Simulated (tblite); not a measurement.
Species: C3H5BrO3Si.
SMILES with atom numbers: `[O:1]=[C:2]1[O:3][CH2:4][C@@H:5]([Br:6])[SiH2:7][O:8]1` (hydrogens: H9, H10 on C4; H11 on C5; H12, H13 on Si7)

Computed with GFN2-xTB (tblite), gas phase: L-BFGS steps from a force-field or distance-geometry start until the largest atomic force falls under 0.01 eV/Å.

Step 0: E = -735.1715 eV
```
atom  x, y, z in Å  |  force x, y, z in eV/Å
O1      3.0893   -0.6679   -0.5765   -6.434   1.700   2.176
C2      1.9062   -0.3326   -0.1859    3.659  -0.422  -1.149
O3      1.0168   -1.2581    0.3068    1.714   0.357  -1.282
C4     -0.3486   -1.0690    0.5458   -0.957   0.904   1.959
C5     -1.0551   -0.1892   -0.4668    2.127  -0.374  -1.500
Br6    -2.9416   -0.1311   -0.3259   -0.329  -0.221  -0.007
Si7    -0.1855    1.4516   -0.1341    1.464   0.608   0.754
O8      1.4992    1.0047   -0.2074   -1.215  -2.082  -0.040
H9     -0.8783   -2.0253    0.7134    0.726  -0.014  -0.339
H10    -0.4437   -0.5008    1.5253    0.059  -0.764  -0.315
H11    -0.6637   -0.5720   -1.4628   -1.163   0.259   0.565
H12    -0.5602    2.4990   -1.0475    0.239   0.076  -0.293
H13    -0.4392    1.7912    1.2979    0.111  -0.027  -0.527
```

Step 1: E = -735.6915 eV
```
atom  x, y, z in Å  |  force x, y, z in eV/Å
O1      2.9974   -0.6435   -0.5454    3.751  -0.997  -1.183
C2      1.9585   -0.3386   -0.2024   -5.995   1.675   1.954
O3      1.0413   -1.2530    0.2885    0.280   0.065  -0.541
C4     -0.3623   -1.0561    0.5738    0.285   0.284   0.253
C5     -1.0247   -0.1945   -0.4883    1.046   0.200  -0.051
Br6    -2.9463   -0.1342   -0.3260    0.107  -0.173  -0.073
Si7    -0.1646    1.4603   -0.1233    1.187   0.246   0.260
O8      1.4818    0.9749   -0.2080   -1.037  -0.864  -0.039
H9     -0.8680   -2.0255    0.7086    0.637  -0.020  -0.242
H10    -0.4429   -0.5117    1.5208    0.022  -0.282   0.337
H11    -0.6803   -0.5683   -1.4547   -0.681  -0.145  -0.199
H12    -0.5567    2.5001   -1.0517    0.301  -0.022  -0.170
H13    -0.4376    1.7908    1.2904    0.097   0.031  -0.307
```

Step 2: E = -735.9276 eV
```
atom  x, y, z in Å  |  force x, y, z in eV/Å
O1      3.0128   -0.6477   -0.5498   -1.564   0.649   0.566
C2      1.9118   -0.3236   -0.1870    0.217  -0.308  -0.107
O3      1.0497   -1.2512    0.2789   -0.394  -0.136  -0.144
C4     -0.3627   -1.0503    0.5828    0.488  -0.060  -0.273
C5     -1.0073   -0.1938   -0.4937    0.540   0.391   0.410
Br6    -2.9463   -0.1367   -0.3267    0.274  -0.145  -0.076
Si7    -0.1481    1.4647   -0.1183    0.638   0.295   0.020
O8      1.4676    0.9595   -0.2085   -0.820  -0.290  -0.007
H9     -0.8593   -2.0258    0.7051    0.595   0.006  -0.209
H10    -0.4425   -0.5170    1.5231    0.032  -0.109   0.560
H11    -0.6908   -0.5688   -1.4548   -0.469  -0.274  -0.462
H12    -0.5530    2.5001   -1.0544    0.362  -0.082  -0.102
H13    -0.4363    1.7911    1.2856    0.101   0.062  -0.178
```

Task: Estimate the geometry and energy of step 3. (The exact step hangs on the optimiser's Hessian estimate; all steps are aligned on step 2, rigid shifts and turns removed.)

Result: E = -736.0143 eV, largest force 1.162 eV/Å
```
atom  x, y, z in Å  |  force x, y, z in eV/Å
O1      2.9951   -0.6396   -0.5429   -0.972   0.515   0.375
C2      1.8978   -0.3223   -0.1829    0.117  -0.386  -0.102
O3      1.0477   -1.2524    0.2730   -0.486  -0.302   0.024
C4     -0.3560   -1.0487    0.5828    0.379  -0.028  -0.130
C5     -0.9926   -0.1880   -0.4903    0.229   0.305   0.206
Br6    -2.9425   -0.1397   -0.3281    0.359  -0.116  -0.047
Si7    -0.1324    1.4707   -0.1159    0.155   0.304  -0.070
O8      1.4502    0.9491   -0.2088   -0.451   0.041   0.003
H9     -0.8473   -2.0258    0.7007    0.520  -0.013  -0.206
H10    -0.4418   -0.5208    1.5319    0.073  -0.162   0.398
H11    -0.7018   -0.5729   -1.4613   -0.401  -0.176  -0.270
H12    -0.5463    2.4990   -1.0569    0.380  -0.077  -0.094
H13    -0.4343    1.7920    1.2811    0.099   0.097  -0.086
```

The energy changes by -0.0867 eV. The first-order estimate −F·Δx gives -0.1068 eV and the mean of the old and new forces, exact on a quadratic surface, -0.0864 eV. The step makes an angle of 33° with the force vector and moves no atom by more than 0.021 Å.

The cost below is that of the whole relaxation. Hardware: Arm Neoverse N1, one thread, on a shared host. Cost: 0.73 s.
